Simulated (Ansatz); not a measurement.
Ansatz (a program for electronic structure) input for H₄PSi, SMILES [SiH2]P, multiplicity 2, B3LYP-D3(BJ)/def2-TZVP. 

Ansatz 0.2 input:
```yaml
crystal:
  periodic: [false, false, false]
  atoms:
    - {symbol: Si, position_ang: [-1.07066996, -0.33044026, 0.01416691]}
    - {symbol: P, position_ang: [1.04066454, 0.35201688, 0.09624733]}
    - {symbol: H, position_ang: [-1.93029328, 0.71632139, 0.56789460]}
    - {symbol: H, position_ang: [-1.57724624, -0.70493041, -1.31176729]}
    - {symbol: H, position_ang: [1.60882191, -0.88466176, 0.36338234]}
    - {symbol: H, position_ang: [1.27812901, 0.21918122, -1.26155628]}
basis:
  gaussian:
    orbitals: def2-TZVP
hamiltonian:
  xc: b3lyp
  dispersion: d3bj
magnetization: {spin_polarized: true, initial_magnetization: 1}
relax: {f_tol: 0.002, max_steps: 200}
```

Program output:

```
WARN ansatz: RAYON_NUM_THREADS=1 ignored (pool sized by the plan → 1); use --threads N
Functional definition: B3LYP
integrals: 0.03 GiB planned
719 factors; their error is unknown
mean field: 0.34 GiB planned
mean field evaluation 1: about -17230.8179 eV, gradient 1.1e1 eV
mean field evaluation 2: about -17231.3430 eV, gradient 8.3e0 eV
mean field evaluation 4: about -17231.7268 eV, gradient 4.2e-1 eV
mean field evaluation 8: about -17231.7607 eV, gradient 6.8e-2 eV
mean field evaluation 16: about -17231.7607 eV, gradient 5.6e-5 eV
mean field -17231.76072548 eV, -633.2555265545 hartree, gradient 5.6e-5 eV, S^2 0.752683; 0 other end points of the search recorded, 0 dependent functions left out
the calculation of the forces begins
reference -17231.76096108 eV, -633.2555352125 hartree; 17, 16 occupied and 81, 82 virtual orbitals, 719 factors
relax step   1: F+E_penalty+E_count = -17231.98707675 eV  Δ(F+E_penalty+E_count) = +0.000e0 eV  max|allowed force component| = 7.847e-1 eV/Å  Δτ_max = 0.0000 Å  (27 SCF iters, accepted)
these checks for a lower state are left out or cut short: starts, cluster_reference, orbital_swaps, neighbouring_geometries, increment
integrals: 0.03 GiB planned
719 factors; their error is unknown
mean field: 0.34 GiB planned
mean field -17231.80628059 eV, -633.2572006739 hartree, gradient 1.5e-5 eV, S^2 0.752690; 0 other end points of the search recorded, 0 dependent functions left out
the calculation of the forces begins
reference -17231.80651791 eV, -633.2572093951 hartree; 17, 16 occupied and 81, 82 virtual orbitals, 719 factors
relax step   2: F+E_penalty+E_count = -17232.03066815 eV  Δ(F+E_penalty+E_count) = -4.359e-2 eV  max|allowed force component| = 3.767e-1 eV/Å  Δτ_max = 0.0620 Å  (30 SCF iters, accepted)
these checks for a lower state are left out or cut short: starts, cluster_reference, orbital_swaps, neighbouring_geometries, increment
integrals: 0.03 GiB planned
719 factors; their error is unknown
mean field: 0.34 GiB planned
mean field -17231.81300116 eV, -633.2574476502 hartree, gradient 1.5e-5 eV, S^2 0.752623; 0 other end points of the search recorded, 0 dependent functions left out
the calculation of the forces begins
reference -17231.81323873 eV, -633.2574563808 hartree; 17, 16 occupied and 81, 82 virtual orbitals, 719 factors
relax step   3: F+E_penalty+E_count = -17232.03756007 eV  Δ(F+E_penalty+E_count) = -6.892e-3 eV  max|allowed force component| = 4.217e-2 eV/Å  Δτ_max = 0.0289 Å  (29 SCF iters, accepted)
these checks for a lower state are left out or cut short: starts, cluster_reference, orbital_swaps, neighbouring_geometries, increment
integrals: 0.03 GiB planned
719 factors; their error is unknown
mean field: 0.34 GiB planned
mean field evaluation 32: about -17231.7820 eV, gradient 3.6e-1 eV
mean field -17231.81447388 eV, -633.2575017718 hartree, gradient 1.6e-5 eV, S^2 0.752645; 0 other end points of the search recorded, 0 dependent functions left out
the calculation of the forces begins
reference -17231.81471159 eV, -633.2575105076 hartree; 17, 16 occupied and 81, 82 virtual orbitals, 719 factors
relax step   4: F+E_penalty+E_count = -17232.03879906 eV  Δ(F+E_penalty+E_count) = -1.239e-3 eV  max|allowed force component| = 4.168e-2 eV/Å  Δτ_max = 0.0156 Å  (29 SCF iters, accepted)
these checks for a lower state are left out or cut short: starts, cluster_reference, orbital_swaps, neighbouring_geometries, increment
integrals: 0.03 GiB planned
719 factors; their error is unknown
mean field: 0.34 GiB planned
mean field -17231.82172843 eV, -633.2577683714 hartree, gradient 8.5e-6 eV, S^2 0.752775; 0 other end points of the search recorded, 0 dependent functions left out
the calculation of the forces begins
reference -17231.82196613 eV, -633.2577771070 hartree; 17, 16 occupied and 81, 82 virtual orbitals, 719 factors
relax step   5: F+E_penalty+E_count = -17232.04621924 eV  Δ(F+E_penalty+E_count) = -7.420e-3 eV  max|allowed force component| = 4.982e-2 eV/Å  Δτ_max = 0.0926 Å  (31 SCF iters, accepted)
these checks for a lower state are left out or cut short: starts, cluster_reference, orbital_swaps, neighbouring_geometries, increment
integrals: 0.03 GiB planned
719 factors; their error is unknown
mean field: 0.34 GiB planned
mean field -17231.82404511 eV, -633.2578535080 hartree, gradient 1.6e-5 eV, S^2 0.752812; 0 other end points of the search recorded, 0 dependent functions left out
the calculation of the forces begins
reference -17231.82428295 eV, -633.2578622484 hartree; 17, 16 occupied and 81, 82 virtual orbitals, 719 factors
relax step   6: F+E_penalty+E_count = -17232.04846807 eV  Δ(F+E_penalty+E_count) = -2.249e-3 eV  max|allowed force component| = 6.952e-2 eV/Å  Δτ_max = 0.0236 Å  (30 SCF iters, accepted)
these checks for a lower state are left out or cut short: starts, cluster_reference, orbital_swaps, neighbouring_geometries, increment
integrals: 0.03 GiB planned
719 factors; their error is unknown
mean field: 0.34 GiB planned
mean field -17231.82086974 eV, -633.2577368153 hartree, gradient 1.1e-5 eV, S^2 0.753222; 0 other end points of the search recorded, 0 dependent functions left out
the calculation of the forces begins
reference -17231.82110807 eV, -633.2577455736 hartree; 17, 16 occupied and 81, 82 virtual orbitals, 719 factors
relax step   7: F+E_penalty+E_count = -17232.04454193 eV  Δ(F+E_penalty+E_count) = +3.926e-3 eV  max|allowed force component| = 6.058e-1 eV/Å  Δτ_max = 0.1995 Å  (31 SCF iters, rejected (line search))
these checks for a lower state are left out or cut short: starts, cluster_reference, orbital_swaps, neighbouring_geometries, increment
integrals: 0.03 GiB planned
719 factors; their error is unknown
mean field: 0.34 GiB planned
mean field evaluation 64: about -17231.8363 eV, gradient 3.9e-4 eV
mean field -17231.83632279 eV, -633.2583047045 hartree, gradient 1.2e-5 eV, S^2 0.753000; 0 other end points of the search recorded, 0 dependent functions left out
the calculation of the forces begins
reference -17231.83656000 eV, -633.2583134215 hartree; 17, 16 occupied and 81, 82 virtual orbitals, 719 factors
relax step   8: F+E_penalty+E_count = -17232.06067224 eV  Δ(F+E_penalty+E_count) = -1.220e-2 eV  max|allowed force component| = 1.327e-1 eV/Å  Δτ_max = 0.0998 Å  (30 SCF iters, accepted)
these checks for a lower state are left out or cut short: starts, cluster_reference, orbital_swaps, neighbouring_geometries, increment
integrals: 0.03 GiB planned
719 factors; their error is unknown
mean field: 0.34 GiB planned
mean field -17231.84668350 eV, -633.2586854534 hartree, gradient 1.3e-5 eV, S^2 0.753194; 0 other end points of the search recorded, 0 dependent functions left out
the calculation of the forces begins
reference -17231.84692113 eV, -633.2586941862 hartree; 17, 16 occupied and 81, 82 virtual orbitals, 719 factors
relax step   9: F+E_penalty+E_count = -17232.07097627 eV  Δ(F+E_penalty+E_count) = -1.030e-2 eV  max|allowed force component| = 2.899e-1 eV/Å  Δτ_max = 0.0985 Å  (30 SCF iters, accepted)
these checks for a lower state are left out or cut short: starts, cluster_reference, orbital_swaps, neighbouring_geometries, increment
integrals: 0.03 GiB planned
719 factors; their error is unknown
mean field: 0.34 GiB planned
mean field -17231.87913892 eV, -633.2598781683 hartree, gradient 1.1e-5 eV, S^2 0.753354; 0 other end points of the search recorded, 0 dependent functions left out
the calculation of the forces begins
reference -17231.87937909 eV, -633.2598869942 hartree; 17, 16 occupied and 81, 82 virtual orbitals, 719 factors
relax step  10: F+E_penalty+E_count = -17232.10395381 eV  Δ(F+E_penalty+E_count) = -3.298e-2 eV  max|allowed force component| = 1.797e-1 eV/Å  Δτ_max = 0.1492 Å  (30 SCF iters, accepted)
these checks for a lower state are left out or cut short: starts, cluster_reference, orbital_swaps, neighbouring_geometries, increment
integrals: 0.03 GiB planned
719 factors; their error is unknown
mean field: 0.34 GiB planned
mean field -17231.89984968 eV, -633.2606392745 hartree, gradient 1.7e-5 eV, S^2 0.753446; 0 other end points of the search recorded, 0 dependent functions left out
the calculation of the forces begins
reference -17231.90008977 eV, -633.2606480976 hartree; 17, 16 occupied and 81, 82 virtual orbitals, 719 factors
relax step  11: F+E_penalty+E_count = -17232.12542129 eV  Δ(F+E_penalty+E_count) = -2.147e-2 eV  max|allowed force component| = 3.312e-1 eV/Å  Δτ_max = 0.2000 Å  (33 SCF iters, accepted)
these checks for a lower state are left out or cut short: starts, cluster_reference, orbital_swaps, neighbouring_geometries, increment
integrals: 0.03 GiB planned
719 factors; their error is unknown
mean field: 0.34 GiB planned
mean field -17231.90639784 eV, -633.2608799148 hartree, gradient 1.9e-5 eV, S^2 0.753478; 0 other end points of the search recorded, 0 dependent functions left out
the calculation of the forces begins
reference -17231.90663743 eV, -633.2608887198 hartree; 17, 16 occupied and 81, 82 virtual orbitals, 719 factors
relax step  12: F+E_penalty+E_count = -17232.13226096 eV  Δ(F+E_penalty+E_count) = -6.840e-3 eV  max|allowed force component| = 7.495e-2 eV/Å  Δτ_max = 0.1036 Å  (29 SCF iters, accepted)
these checks for a lower state are left out or cut short: starts, cluster_reference, orbital_swaps, neighbouring_geometries, increment
integrals: 0.03 GiB planned
719 factors; their error is unknown
mean field: 0.34 GiB planned
mean field evaluation 96: about -17231.8762 eV, gradient 5.3e-1 eV
mean field -17231.90861158 eV, -633.2609612684 hartree, gradient 1.6e-5 eV, S^2 0.753493; 0 other end points of the search recorded, 0 dependent functions left out
the calculation of the forces begins
reference -17231.90885129 eV, -633.2609700776 hartree; 17, 16 occupied and 81, 82 virtual orbitals, 719 factors
relax step  13: F+E_penalty+E_count = -17232.13375206 eV  Δ(F+E_penalty+E_count) = -1.491e-3 eV  max|allowed force component| = 2.691e-2 eV/Å  Δτ_max = 0.0354 Å  (29 SCF iters, accepted)
these checks for a lower state are left out or cut short: starts, cluster_reference, orbital_swaps, neighbouring_geometries, increment
integrals: 0.03 GiB planned
719 factors; their error is unknown
mean field: 0.34 GiB planned
mean field -17231.90847065 eV, -633.2609560892 hartree, gradient 1.3e-5 eV, S^2 0.753509; 0 other end points of the search recorded, 0 dependent functions left out
the calculation of the forces begins
reference -17231.90871027 eV, -633.2609648950 hartree; 17, 16 occupied and 81, 82 virtual orbitals, 719 factors
relax step  14: F+E_penalty+E_count = -17232.13395197 eV  Δ(F+E_penalty+E_count) = -1.999e-4 eV  max|allowed force component| = 1.273e-2 eV/Å  Δτ_max = 0.0077 Å  (27 SCF iters, accepted)
these checks for a lower state are left out or cut short: starts, cluster_reference, orbital_swaps, neighbouring_geometries, increment
integrals: 0.03 GiB planned
719 factors; their error is unknown
mean field: 0.34 GiB planned
mean field -17231.90857687 eV, -633.2609599930 hartree, gradient 2.1e-5 eV, S^2 0.753496; 0 other end points of the search recorded, 0 dependent functions left out
the calculation of the forces begins
reference -17231.90881646 eV, -633.2609687977 hartree; 17, 16 occupied and 81, 82 virtual orbitals, 719 factors
relax step  15: F+E_penalty+E_count = -17232.13398818 eV  Δ(F+E_penalty+E_count) = -3.620e-5 eV  max|allowed force component| = 2.678e-3 eV/Å  Δτ_max = 0.0032 Å  (25 SCF iters, accepted)
these checks for a lower state are left out or cut short: starts, cluster_reference, orbital_swaps, neighbouring_geometries, increment
integrals: 0.03 GiB planned
719 factors; their error is unknown
mean field: 0.34 GiB planned
mean field -17231.90856760 eV, -633.2609596520 hartree, gradient 3.2e-5 eV, S^2 0.753498; 0 other end points of the search recorded, 0 dependent functions left out
the calculation of the forces begins
reference -17231.90880719 eV, -633.2609684569 hartree; 17, 16 occupied and 81, 82 virtual orbitals, 719 factors
relax step  16: F+E_penalty+E_count = -17232.13399017 eV  Δ(F+E_penalty+E_count) = -1.993e-6 eV  max|allowed force component| = 1.971e-4 eV/Å  Δτ_max = 0.0005 Å  (22 SCF iters, accepted)
integrals: 0.03 GiB planned
719 factors; their error is unknown
mean field: 0.34 GiB planned
mean field evaluation 128: about -17231.9085 eV, gradient 7.1e-2 eV
mean field -17231.90856760 eV, -633.2609596520 hartree, gradient 3.2e-5 eV, S^2 0.753498; 1 other end points of the search recorded, 0 dependent functions left out
the calculation of the forces begins
reference -17231.90880719 eV, -633.2609684569 hartree; 17, 16 occupied and 81, 82 virtual orbitals, 719 factors
Total energy: -17232.13422976 eV, -633.2692525837 hartree
Atom 0 at    -1.085525    -0.424678    -0.229777 Å, force    -0.000194     0.000148    -0.000142 eV/Å
Atom 1 at     1.006748     0.420467    -0.295622 Å, force     0.000197     0.000081     0.000076 eV/Å
Atom 2 at    -1.789243     0.167497     0.941498 Å, force     0.000062    -0.000094     0.000053 eV/Å
Atom 3 at    -1.796618    -0.001991    -1.468104 Å, force    -0.000020    -0.000096    -0.000035 eV/Å
Atom 4 at     1.510228    -0.323886     0.800847 Å, force     0.000067     0.000027     0.000142 eV/Å
Atom 5 at     1.503817    -0.469922    -1.280475 Å, force    -0.000112    -0.000065    -0.000094 eV/Å
Dipole moment:     0.064516    -0.120774     0.008278 e Å
```

The run converged.
